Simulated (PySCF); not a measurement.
A species of formula C2H8OSi2 has this rotational fingerprint, computed with PBE0/def2-SVPD in PySCF (dipole) on a GFN2-xTB geometry, gas phase:

- Rotational constants: A = 7711, B = 1597, C = 1424 MHz
- Dipole components: |μa| = 0.63 D, |μb| = 0.34 D, |μc| = 0.57 D
- Inertial defect: -27.15 u·Å²
- κ: -0.95

Question: Which candidate fits, each taken in the one conformer that was computed?
A. `[SiH3:1][O:2][C@H:3]1[CH2:4][SiH2:5]1` with Si1–O2–C3–C4 -171°
B. `[CH3:1][C:2](=[O:3])[SiH2:4][SiH3:5]` with C1–C2–Si4–Si5 -105°
C. `[SiH3:1][O:2][SiH:3]1[CH2:4][CH2:5]1` with Si1–O2–Si3–C4 23°

Answer: A. It is [SiH3]O[C@H]1C[SiH2]1, a near-prolate asymmetric top, point group C1. The candidates at the same level (rigid rotor, commonest isotopes):

```tsv
SMILES	A (MHz)	B (MHz)	C (MHz)	μa (D)	μb (D)	μc (D)	Δ (u·Å²)	point group	rotor
CC(=O)[SiH2][SiH3]	4993	1564	1495	0.40	2.15	1.28	-86.29	C1	near-prolate asymmetric top
[SiH3]O[SiH]1CC1	7604	1613	1520	0.11	0.31	0.03	-47.30	–	near-prolate asymmetric top
[SiH3]O[C@H]1C[SiH2]1	7711	1597	1424	0.63	0.34	0.57	-27.15	C1	near-prolate asymmetric top
```

`[SiH3]O[SiH]1CC1` has C 7 % too high; `CC(=O)[SiH2][SiH3]` has A 35 % too low. No structure here is proved a minimum.
